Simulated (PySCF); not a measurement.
## IF from Hartree–Fock to correlated methods

State: ¹Σ⁺ (singlet), closed shell. Set-up: I x2c-SVPall, F x2c-SVPall; spin-free X2C with a Gaussian nucleus (PySCF 2.14). De refers to I + F in their high-spin ground configurations, without counterpoise correction. A positive dipole means I(−)F(+).

```
      Level  Re (Å)  ωe (cm⁻¹)  De (eV)  μ (D)  CPU s a point (SCF and correlation, without the integrals)
        RHF   1.915        683     0.51  -2.71                                                       0.044
    RHF-MP2   1.955        618     2.46    n/a                                                       0.063
RHF-SCS-MP2   1.959        608     2.35    n/a                                                         n/a
   RHF-CCSD   1.956        611     2.15    n/a                                                         n/a
RHF-CCSD(T)   1.965        593     2.27    n/a                                                        0.41
        PBE   1.969        591     3.16  -2.03                                                        0.28
     PBEsol   1.953        611     3.44  -1.98                                                        0.22
       BLYP   1.984        573     3.05  -2.08                                                        0.22
     r²SCAN   1.954        611     2.72  -2.09                                                        0.38
       PBE0   1.942        631     2.62  -2.19                                                        0.66
      HSE06   1.945        627     2.64  -2.20                                                           1
     B2PLYP   1.956        610     2.55  -2.50                                                        0.28
```

Q: Which functional lies closest to RHF-CCSD(T) in De, which farthest, and by how much do they differ from it?

A: Closest is B2PLYP (-0.9 pm in Re, +2.9 % in ωe, +0.28 eV in De against RHF-CCSD(T) in the same basis), farthest PBEsol (-1.2 pm in Re, +3.0 % in ωe, +1.17 eV in De). CCSD(T) converges more slowly with the basis than the functionals do and binds too weakly in this one, so the order can change at the basis-set limit.

Q: What does a quarter of exact exchange do here, going from PBE to PBE0?

A: PBE0 less PBE: -2.7 pm in Re, +6.8 % in ωe, -0.54 eV in De. Exact exchange removes part of the self-interaction that spreads semilocal densities, and in most molecules shortens and stiffens the bond and lowers De; so it does here.

Q: What does the step from GGA to meta-GGA do here, going from PBE to r²SCAN?

A: r²SCAN less PBE: -1.5 pm in Re, +3.4 % in ωe, -0.44 eV in De. 

Measured (Huber and Herzberg, Constants of Diatomic Molecules (1979)): Re = 1.909759 Å, ωe = 610.24 cm⁻¹.

Correlated steps freeze 19 core orbitals. Correlated levels converge slowly with the basis: in double zeta they bind strong bonds too weakly, by up to about 1 eV, and carry superposition errors of some tenths. Spin–orbit coupling is left out, which matters for elements this heavy, above all for dissociation energies. Where the molecule has an RHF reference, its open-shell atoms are computed with UHF. B2PLYP dipoles, levels and charges come from its SCF part alone.

The whole job (state search and all levels along the bond) took about 0.94 min on 1 thread of AMD EPYC 9R14 (shared host), peak memory 0.57 GiB.
